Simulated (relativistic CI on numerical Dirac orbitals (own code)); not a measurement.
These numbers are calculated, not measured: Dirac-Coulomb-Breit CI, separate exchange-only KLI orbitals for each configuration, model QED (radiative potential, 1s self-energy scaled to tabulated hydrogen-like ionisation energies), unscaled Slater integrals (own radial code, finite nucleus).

The strongest absorption lines from the ground level of an ion, among the configurations computed and to levels below about 223 eV (vacuum wavelength in Å, gf): 65.837 (0.24), 66.604 (0.89), 67.160 (0.71), 67.575 (0.24), 68.094 (0.21), 86.790 (2.5), 91.546 (0.79), 94.589 (1.3).

Question: Which ion is it?
A. Sr XI
B. Sr XIII
C. Kr XI
D. Zr XV

Answer: B. Sr XIII has 26 electrons and the ground level 3s²3p⁶3d⁸ ³F4; the strongest line goes to 3s²3p⁵3d⁹ ³D°3. The pattern of lines fixes the number of electrons, and along that sequence the line energies rise steadily with the charge (about as its square where n changes within one kind of shell, about linearly where n is kept but much faster in heavy ions where fine structure, which grows about as Z⁴, sets the gap, and irregularly where shells cross), which fixes Z. Configurations outside the model, such as inner-shell arrays, can give stronger lines. At this charge energies of transitions that change n are usually good to better than 1 %, and those within a shell (Δn = 0) to a few per cent. Terms inside the open d or f shell come out 10 to 20 % too wide with unscaled integrals.

LS names give the leading component of a level, which can be under half, so a name can repeat, a term be missing and a line seem to break the LS rules.
